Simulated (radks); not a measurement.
Species: Yb III. Configuration: [Xe] 4f13 7d1 (not the ground configuration).

Calculated with a radial shooting solver on a logarithmic mesh with Libxc functionals: scalar-relativistic Kohn-Sham, SCAN, spin-unpolarised, spherical densities, finite nucleus; meta-GGA in the generalised Kohn-Sham scheme; Fermi nuclear charge, rms radius 5.3108 fm.

Energy parts (hartree):
total: -14058.7928
kinetic: 15318.1957
electron-nucleus: -34531.1543
Hartree: 5447.1578
exchange-correlation: -292.9918

Orbitals (lengths in bohr, moments of r in powers of bohr; r(max) is where P^2 peaks; r(90%) holds 90 % of the orbital's charge):
1s: occ. 2; eigenvalue (hartree) -2254.228; <r^2> 0.0005301; <1/r> 80.62; r(90%) 0.0357; r(max) 0.01237
2s: occ. 2; eigenvalue (hartree) -383.7555; <r^2> 0.008204; <1/r> 18.82; r(90%) 0.129; r(max) 0.07051
2p: occ. 6; eigenvalue (hartree) -338.2114; <r^2> 0.006715; <1/r> 17.26; r(90%) 0.121; r(max) 0.05757
3s: occ. 2; eigenvalue (hartree) -87.77782; <r^2> 0.05355; <1/r> 6.960; r(90%) 0.317; r(max) 0.1991
3p: occ. 6; eigenvalue (hartree) -73.95591; <r^2> 0.05414; <1/r> 6.471; r(90%) 0.323; r(max) 0.1964
3d: occ. 10; eigenvalue (hartree) -57.11642; <r^2> 0.04516; <1/r> 6.119; r(90%) 0.305; r(max) 0.1605
4s: occ. 2; eigenvalue (hartree) -18.35241; <r^2> 0.2681; <1/r> 2.933; r(90%) 0.699; r(max) 0.4553
4p: occ. 6; eigenvalue (hartree) -13.79040; <r^2> 0.3045; <1/r> 2.680; r(90%) 0.752; r(max) 0.4762
4d: occ. 10; eigenvalue (hartree) -7.76863; <r^2> 0.3623; <1/r> 2.371; r(90%) 0.840; r(max) 0.4908
4f: occ. 13; eigenvalue (hartree) -1.19877; <r^2> 0.6987; <1/r> 1.792; r(90%) 1.25; r(max) 0.4809
5s: occ. 2; eigenvalue (hartree) -3.06340; <r^2> 1.582; <1/r> 1.116; r(90%) 1.71; r(max) 1.058
5p: occ. 6; eigenvalue (hartree) -1.99181; <r^2> 2.183; <1/r> 0.9370; r(90%) 2.03; r(max) 1.213
7d: occ. 1; eigenvalue (hartree) -0.17983; <r^2> 106.7; <1/r> 0.1372; r(90%) 13.5; r(max) 10.13

The highest occupied level is 7d at -4.893 eV. Summed over all electrons, <r^2> = 138.9 bohr^2, which gives a Langevin (diamagnetic) susceptibility term of -110 x 10^-6 cm^3/mol. The density falls to 0.001 e/bohr^3 at r = 3.14 bohr.

Run on one thread of a shared host, so times are rough (Intel(R) Xeon(R) Platinum 8488C): 0.13 s of CPU time, 0.13 s wall, 12 iterations on 2338 mesh points.
